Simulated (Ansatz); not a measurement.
Species: H4AlFN2, SMILES `[F][Al]([NH2])[NH2]` (charge 0, multiplicity 1), formula H₄AlFN₂.

Q: How many basis functions does frozen-core CCSD(T)/cc-pVTZ // B3LYP-D3(BJ)/def2-TZVP (Ansatz, an electronic-structure program) use, how many core orbitals are frozen, and how many electrons are correlated?

A: 180 basis functions and 8 frozen orbitals, which leaves 24 correlated electrons. Core time is of the order of minutes.
